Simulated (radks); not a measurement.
Neutral antimony inside a hard spherical wall (all orbitals vanish at R), configuration held at [Kr] 4d10 5s2 5p3 and not refilled when levels cross. Method: scalar-relativistic Kohn-Sham, LDA (Slater exchange, VWN5 correlation), spin-polarised, spherical densities, point nucleus; open shells are filled with parallel spins first (spin-orbit coupling, left out, can overturn this in heavy ions); computed with a radial shooting solver on a logarithmic mesh with Libxc functionals. Eigenvalues in eV for spin up, with the zero of energy where the potential of the charges vanishes at infinity; a dash marks a level that is unbound or too diffuse for the functional's potential to be trusted. A positive occupied level is held by the wall or, in an anion where self-interaction has pushed it up, behind a barrier. The pressure on the wall is -dE/dV.

R (bohr),E (hartree),kinetic (hartree),e(4p),e(4d),e(5s),e(5p),"e(6s, empty)","e(5d, empty)",pressure (GPa)
free,-6476.03184,6771.563,-101.45,-33.473,-13.600,-5.527,-0.542,-,0
20,-6476.03184,6771.563,-101.45,-33.473,-13.600,-5.527,-0.534,0.690,< 0.0001
15,-6476.03184,6771.563,-101.45,-33.473,-13.600,-5.527,-0.482,0.897,< 0.0001
10,-6476.03160,6771.566,-101.42,-33.452,-13.582,-5.509,0.065,1.513,0.00702
8,-6476.02888,6771.590,-101.27,-33.298,-13.462,-5.385,1.286,2.362,0.136
7,-6476.02140,6771.644,-100.97,-33.008,-13.240,-5.139,2.839,3.286,0.628
6,-6475.99471,6771.809,-100.24,-32.290,-12.695,-4.492,6.070,5.047,3.09
5,-6475.89552,6772.331,-98.467,-30.574,-11.337,-2.760,13.332,8.756,16.9
4,-6475.49568,6774.095,-94.284,-26.567,-7.590,2.191,31.406,17.650,112
3,-6473.57574,6781.414,-83.755,-16.589,5.503,19.033,84.477,43.551,1060
1.5,-6417.23812,6962.486,20.211,96.001,258.69,298.88,706.94,357.43,172000
